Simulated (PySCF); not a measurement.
**Static response to an electric field**

Species: C₃H₁₃N₃Si.
Geometry (GFN2-xTB, Å), atoms numbered from 1 in this order:
```xyz
20
C3H13N3Si angstrom
C      2.5652    1.2995    0.5875
N      1.1546    1.0156    0.6139
Si     0.4585   -0.1848   -0.4016
N      1.0675   -1.7748   -0.0808
N     -1.2126   -0.2130    0.0029
C     -2.0282   -1.3456   -0.3411
C     -1.9654    1.0148   -0.0030
H      2.9044    1.2801   -0.4458
H      2.7608    2.2921    0.9988
H      3.1597    0.5710    1.1534
H      0.7772    1.0963    1.5457
H      0.7609    0.2735   -1.7746
H      2.0585   -1.8456    0.0813
H      0.7745   -2.5415   -0.6631
H     -2.3883   -1.2956   -1.3782
H     -2.9009   -1.3865    0.3168
H     -1.4536   -2.2571   -0.2137
H     -2.4260    1.2051   -0.9810
H     -1.3070    1.8436    0.2365
H     -2.7649    0.9638    0.7429
```

Level: CAM-B3LYP/def2-SVPD (PySCF), static field, nuclei fixed, core orbitals frozen in the response. The polarisability tensor in these axes (au):

```
x   97.43  3.16  2.43
y    3.16 86.74  2.67
z    2.43  2.67 75.93
```

Give the principal values, the mean and the anisotropy Δα = √{½[(α1 − α2)² + (α2 − α3)² + (α1 − α3)²]}.

Principal values 75.18, 86.21 and 98.70 au; mean 86.70 au = 12.85 Å³ = 14.30 × 10⁻⁴⁰ C²·m²/J; Δα = 20.38 au (24 % of the mean).

What is the dipole moment, and where does it point?

(0.54, -0.53, -0.01) D, 0.76 D in size, pointing from the negative to the positive side. Measured along this direction, the outermost atoms are H20 and H18 at the negative end and H13 at the positive end.

Find the Langevin capture rate constant for NH4+ (18.034 u) meeting this molecule (119.088 u), k = 2.342 × 10⁻⁹ cm³/s × √(α in Å³ / reduced mass in u).

The reduced mass is 15.66 u, so k = 2.12 × 10⁻⁹ cm³/s. The formula leaves out the permanent dipole, which adds to the capture rate.

Sum over states: ᾱ = Σ f/ω², ω in Eh. What share falls to these 8 lowest TDDFT singlets (eV, f)? 5.99, 0.0158; 6.21, 0.0048; 6.52, 0.0082; 6.61, 0.0182; 6.70, 0.0526; 7.10, 0.0209; 7.24, 0.0059; 7.27, 0.0056.

They add up to 2.21 au, 2.5 % of the 86.70 au; the largest single term is 0.87 au, from the state at 6.70 eV. Terms in order: 0.33, 0.09, 0.14, 0.31, 0.87, 0.31, 0.08, 0.08 au. Higher excitations give the rest. The strengths listed sum to 0.132.

What depolarisation ratio follows for Rayleigh scattering of linearly polarised light, taking the static tensor?

ρ = 3Δα²/(45ᾱ² + 4Δα²) = 1246.4/(338265 + 1661.8) = 0.00367.

Orientational against electronic polarisability at 250 K (dilute gas, rigid molecules)?

In Gaussian units μ²/3kT = 5.52 Å³ against 12.85 Å³, a ratio of 0.43; the Debye molar polarisation (4π/3)N_A(α + μ²/3kT) is 46.3 cm³/mol, leaving out the vibrational part.

The structure is a single GFN2-xTB conformer in the gas phase; no vibrational or solvent corrections.

These values come from a run that also computed excited states. On one thread, Arm Neoverse N1 (aarch64), no GPU, shared host, this took 1.8 min of wall time and 1.1 GiB of memory at its peak.
